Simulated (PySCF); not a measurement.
**Structure from 2D NMR**

Compound of formula C$_{5}$H$_{7}$BO$_{2}$. Correlations simulated from computed shifts and couplings:

HSQC (one-bond C–H):
```csv
δH,δC,"¹J(C,H) (Hz)"
5.45,136.7,142
3.60,97.4,275
2.03,31.6,135
```

HMBC (two and three bonds, |J| ≥ 2.5 Hz):
```csv
δH,δC [abs. J in Hz]
5.45,"148.8 [4.8], 85.7 [15.5], 31.6 [9.4]"
3.60,"148.8 [4.9], 85.7 [50.7]"
2.03,"148.8 [6.2], 136.7 [5.8], 85.7 [5.5]"
```

Carbons without hydrogens: δ 148.8, 85.7.

[PySCF 2.14: shielding tensors at PBE0/pcSseg-1 (GIAO); PBE0-D3(BJ)/def2-SVP structure; spin–spin couplings from B3LYP/pcJ-1 (spin–dipole term only in couplings to heteroatoms); one conformer; no solvent; averaged over atoms made equivalent by symmetry, fast rotation or ring inversion; no relativistic terms]

Chemical shifts δ = σref − σ; ¹H (σref 31.27), ¹³C (σref 184.41) against TMS, all at this level.

Exchangeable hydrogens are left out of these lists, and C,H couplings along chains are those of one rotamer, so weak HMBC peaks may be missing or extra.

Task: Which molecule is this?

Result: `C#C/C(C)=C\B(O)O`.

Atom-mapped SMILES (the numbers label the heavy atoms): `[CH:1]#[C:2]/[C:3]([CH3:4])=[CH:5]\[B:6]([OH:7])[OH:8]`; H(Xn) means a hydrogen on atom n.

1. δC 148.8 is C3, a fully substituted alkene carbon.
2. δC 136.7 is C5, an alkene CH (δH 5.45).
3. δC 97.4 is C1, a terminal alkyne carbon (δH 3.60).
4. δC 85.7 is C2, an alkyne carbon.
5. δC 31.6 is C4, an allylic methyl carbon (δH 2.03).
6. HMBC from δH 5.45 reaches the proton-free carbons C3, C2.
7. HMBC from δH 3.60 reaches the proton-free carbons C3, C2.
8. HMBC from δH 2.03 reaches the proton-free carbons C3, C2.

This is the structure that produced the data.

OH/NH shifts are gas-phase values; hydrogen bonding in solution moves them, usually downfield. A carbon bonded to boron is broadened by the quadrupolar boron nucleus and is often missing from a measured spectrum. Shifts are as computed. Against solution values, carbons near 30 ppm lie about +2 ppm off and those near 130 ppm about +5 ppm. Of 1309 compounds with measured shifts, 239 miss one by over three times the rms of a fit or turn the order of signals round; such compounds aren't used in these exercises.
